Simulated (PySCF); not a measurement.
## Radial density of Bi+ (bismuth, charge +1)

LC-wPBE, [Xe] 4f14 5d10 6s2 6p2, high-spin 3P determinant. Computed with PySCF 2.14 in aug-cc-pVQZ-PP with ECP60MDF (7s7p5d3f2g, 92 functions), with a scalar-relativistic core potential. This is the valence pseudo-density: the core potential removes the inner electrons and smooths the orbitals near the nucleus.

```csv
r (bohr),4πr²ρ (e/bohr),4πr²(ρα − ρβ)
0.00845,1.922e-05,0.0000
0.0142,4.136e-05,0.0000
0.0239,7.789e-05,0.0000
0.0402,0.0001186,0.0000
0.0676,0.0001855,0.0000
0.114,0.0006839,0.0000
0.191,0.007856,0.0001
0.322,0.2229,0.0023
0.541,6.475,0.0731
0.911,21.81,0.0491
1.53,8.228,0.2987
2.58,2.068,0.9584
4.33,0.2274,0.1896
7.29,0.002231,0.0022
```

Energies and moments cover only the electrons outside the core potential. Spin-orbit coupling is strong in this species (close to jj coupling), so the high-spin LS determinant is a model state, not a physical level.
